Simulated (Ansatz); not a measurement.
CH$_{7}$B$_{2}$FSi (`B[SiH2]C(B)F`), relaxed with RKS PBE-D4/def2-SVP in Ansatz 0.2.0 from a rough embedded geometry. The force threshold is 0.03 eV/Å; the program also tests the step.

Total charge 0; spin multiplicity 1.

Start:

```xyz
12

B     1.987   -1.164   -0.312
Si    0.350   -0.321   -0.765
C    -0.482    0.352    0.772
B    -1.835    1.201    0.336
F    -0.794   -0.644    1.636
H     2.860   -0.578    0.297
H     2.148   -2.321   -0.483
H    -0.554   -1.250   -1.399
H     0.694    0.787   -1.707
H     0.231    1.109    1.242
H    -2.670    0.525   -0.184
H    -1.935    2.304    0.566
```

```tsv
step	energy (eV)	largest force (eV/Å)	largest move (Å)
1	-13077.9670	3.594	0.000
2	-13078.4653	2.002	0.196
3	-13078.6587	0.762	0.195
4	-13078.7514	0.913	0.195
5	-13078.8143	0.454	0.141
6	-13078.8430	0.277	0.115
7	-13078.8575	0.215	0.074
8	-13078.8681	0.131	0.084
9	-13078.8808	0.201	0.167
10	-13078.8923	0.473	0.089
11	-13078.9128	0.539	0.195
12	-13078.9138	0.601	0.195
13 (rejected)	-13078.8915	0.769	0.198
14	-13078.9569	0.360	0.096
15	-13078.9727	0.295	0.100
16	-13078.9949	0.176	0.146
17	-13079.0286	0.260	0.199
18	-13079.0660	0.333	0.162
19	-13079.0744	0.568	0.158
20	-13079.1108	0.269	0.085
21	-13079.1121	0.184	0.045
22	-13079.1170	0.042	0.034
23 (rejected)	-13079.1141	0.131	0.053
24	-13079.1181	0.017	0.024
```

End:

```xyz
12

B     1.371   -1.211    0.127
Si    0.474    0.188   -1.044
C    -0.249    0.618    0.764
B    -1.685    0.547    0.328
F     0.338   -0.585    1.439
H     2.496   -0.980    0.526
H     1.001   -2.363    0.019
H    -0.670   -0.213   -1.942
H     1.119    1.420   -1.616
H     0.267    1.490    1.199
H    -2.309   -0.493    0.312
H    -2.152    1.582   -0.112
```

Run time 26 s (4 threads of an Arm Neoverse V2 on a shared host); peak host memory 0.16 GiB.
